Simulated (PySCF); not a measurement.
C4H9NSi, SMILES C=C1[SiH2]N[C@H]1C.

Geometry optimised at PBE-D3(BJ)/def2-SVP. The structure was generated by enumeration; whether it is a known compound was not checked.

Computed with PBE-D3(BJ)/def2-SVP (PySCF).

Frequencies are harmonic and unscaled.

Computed vibrational spectrum:
| mode | ν (cm⁻¹) | IR (km/mol) | moving atoms (share of kinetic energy) |
|---|---|---|---|
| 1 | 71 | 3.6 | N 35 %, C 26 %, H 25 %, Si 14 % |
| 2 | 193 | 14.4 | C 55 %, H 43 % |
| 3 | 237 | 0.7 | H 85 %, C 14 % |
| 4 | 267 | 24.4 | H 64 %, C 31 % |
| 5 | 326 | 37.1 | H 56 %, C 24 %, Si 13 % |
| 6 | 370 | 16.7 | C 39 %, H 37 %, N 18 % |
| 7 | 421 | 14.2 | H 66 %, C 24 % |
| 8 | 532 | 13.6 | C 32 %, H 31 %, Si 25 %, N 13 % |
| 9 | 586 | 7.7 | H 66 %, C 25 % |
| 10 | 610 | 3.7 | C 47 %, H 34 %, Si 12 % |
| 11 | 651 | 46.9 | H 52 %, C 29 %, Si 14 % |
| 12 | 701 | 6.8 | H 84 %, C 10 % |
| 13 | 775 | 80.8 | H 75 %, Si 11 % |
| 14 | 793 | 13.7 | C 49 %, H 48 % |
| 15 | 848 | 66.4 | N 47 %, H 24 %, Si 23 % |
| 16 | 897 | 20.2 | H 52 %, C 27 %, N 20 % |
| 17 | 898 | 25.4 | H 72 %, C 27 % |
| 18 | 979 | 163.6 | H 92 % |
| 19 | 990 | 3.5 | H 68 %, C 30 % |
| 20 | 1067 | 3.3 | H 59 %, C 35 % |
| 21 | 1072 | 6.3 | C 51 %, H 43 % |
| 22 | 1107 | 5.9 | C 55 %, H 40 % |
| 23 | 1177 | 63.4 | H 57 %, C 31 %, N 12 % |
| 24 | 1286 | 33.7 | H 55 %, C 26 %, N 18 % |
| 25 | 1306 | 14.9 | H 78 %, C 21 % |
| 26 | 1331 | 13.6 | H 74 %, C 26 % |
| 27 | 1371 | 6.8 | H 88 %, C 12 % |
| 28 | 1407 | 2.2 | H 94 % |
| 29 | 1411 | 3.6 | H 96 % |
| 30 | 1693 | 0.1 | C 94 % |
| 31 | 2104 | 189.3 | H 96 % |
| 32 | 2123 | 177.3 | H 97 % |
| 33 | 2875 | 64.0 | H 92 % |
| 34 | 2963 | 21.5 | H 97 % |
| 35 | 3045 | 14.1 | H 94 % |
| 36 | 3051 | 19.2 | H 91 %, C 9 % |
| 37 | 3069 | 16.7 | H 90 %, C 10 % |
| 38 | 3142 | 6.4 | H 90 %, C 10 % |
| 39 | 3576 | 19.2 | H 93 % |
